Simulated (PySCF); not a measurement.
# Working out the ionisation energy of P²⁺

P²⁺ [Ne] 3s2 3p1 (2P) → P³⁺ [Ne] 3s2 (1S). All numbers are calculated (PySCF 2.14, the spin-free X2C one-electron Hamiltonian (Gaussian nucleus), in aug-cc-pVTZ-DK (6s5p3d2f, 50 functions)). Frozen: [Ne]. Energies in hartree (1 hartree = 27.21139 eV):

| part | P²⁺ (lower) | P³⁺ (upper) |
| --- | --- | --- |
| UHF | -340.463895 | -339.377359 |
| MP2 opposite-spin | -0.043258 | -0.035249 |
| MP2 same-spin | -0.002946 | 0.000000 |

What does Hartree-Fock give?

(-339.377359) − (-340.463895) = 1.086536 hartree = 29.566 eV.

What do MP2 and SCS-MP2 (6/5 opposite-spin, 1/3 same-spin) give?

The opposite-spin parts differ by 0.218 eV and the same-spin parts by 0.080 eV. MP2: 29.566 + (0.218) + (0.080) = 29.864 eV. SCS-MP2: 29.566 + 1.2 × (0.218) + (0.080)/3 = 29.854 eV.

A first-order spin-orbit estimate adds 0.041 eV to MP2 (valence), giving 29.905 eV against 30.203 eV (measured; NIST Atomic Spectra Database, ionization energies).

What remains against the reference includes basis incompleteness, the frozen core and correlation beyond second order.
